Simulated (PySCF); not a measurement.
Molfile (atoms numbered from 1):
```
C6H9NO
     RDKit          3D

 17 17  0  0  0  0  0  0  0  0999 V2000
   -1.7921   -1.4347   -0.0203 C   0  0  0  0  0  0  0  0  0  0  0  0
   -1.1204   -0.2259    0.3684 N   0  0  0  0  0  0  0  0  0  0  0  0
   -1.8213    1.0137    0.1378 C   0  0  0  0  0  0  0  0  0  0  0  0
    0.2468   -0.2375    0.2565 C   0  0  0  0  0  0  0  0  0  0  0  0
    1.1470   -1.2220   -0.0754 C   0  0  0  0  0  0  0  0  0  0  0  0
    2.4404   -0.6202    0.0711 C   0  0  0  0  0  0  0  0  0  0  0  0
    2.2320    0.6647    0.4563 C   0  0  0  0  0  0  0  0  0  0  0  0
    0.8925    0.9012    0.5698 O   0  0  0  0  0  0  0  0  0  0  0  0
   -1.3339   -2.2998    0.4823 H   0  0  0  0  0  0  0  0  0  0  0  0
   -2.8452   -1.3825    0.2912 H   0  0  0  0  0  0  0  0  0  0  0  0
   -1.7621   -1.6181   -1.1146 H   0  0  0  0  0  0  0  0  0  0  0  0
   -1.2833    1.8407    0.6170 H   0  0  0  0  0  0  0  0  0  0  0  0
   -1.9350    1.2519   -0.9397 H   0  0  0  0  0  0  0  0  0  0  0  0
   -2.8247    0.9516    0.5845 H   0  0  0  0  0  0  0  0  0  0  0  0
    0.9213   -2.2363   -0.3906 H   0  0  0  0  0  0  0  0  0  0  0  0
    3.4054   -1.0920   -0.1035 H   0  0  0  0  0  0  0  0  0  0  0  0
    2.8828    1.5064    0.6718 H   0  0  0  0  0  0  0  0  0  0  0  0
  1  2  1  0
  2  3  1  0
  2  4  1  0
  4  5  2  0
  5  6  1  0
  6  7  2  0
  7  8  1  0
  8  4  1  0
  1  9  1  0
  1 10  1  0
  1 11  1  0
  3 12  1  0
  3 13  1  0
  3 14  1  0
  5 15  1  0
  6 16  1  0
  7 17  1  0
M  END
```

- σ from GIAO-KT2/pcSseg-1
- structure optimised with PBE0-D3(BJ)/def2-SVP
- couplings computed with B3LYP/pcJ-1 (spin–dipole term only in couplings to heteroatoms)
- code: PySCF
- averaged over atoms made equivalent by symmetry, fast rotation or ring inversion, in vacuum, non-relativistic, single conformer

δ = σ(ref) − σ, references computed at the same level: $^{1}$H (σ = 31.18 ppm) against TMS.

The spectrum was simulated from the full spin Hamiltonian at 600 MHz with 0.8 Hz Lorentzian lines, from shifts rounded to 0.01 ppm and J to 0.1 Hz, couplings under 1 Hz left out.

Q: List the maxima of its $^{1}$H spectrum with integrals.

A: 
```csv
region,integral (H),ppm,Hz,height
1,1,6.902,4141.2,8
1,,6.898,4138.8,9
2,1,6.145,3687.1,4
2,,6.141,3684.6,5
2,,6.139,3683.4,5
2,,6.135,3680.9,4
3,1,4.943,2965.9,8
3,,4.937,2962.2,8
4,6,2.760,1656.0,100
```

Q: Summarise it as multiplets with assignments.

A: $^{1}$H NMR (600 MHz, computed): δ 6.90 (d, J = 2.5 Hz, 1H, H17), 6.14 (dd, J = 3.7, 2.5 Hz, 1H, H16), 4.94 (d, J = 3.7 Hz, 1H, H15), 2.76 (s, 6H, H9/H10/H11/H12/H13/H14). These are first-order names; overlap and second-order distortion can hide them in the list.

Splittings below 1 Hz are ignored in the labels, and close J values are merged. Unscaled 3J(H,H) at this level run about 10 % above measured values.
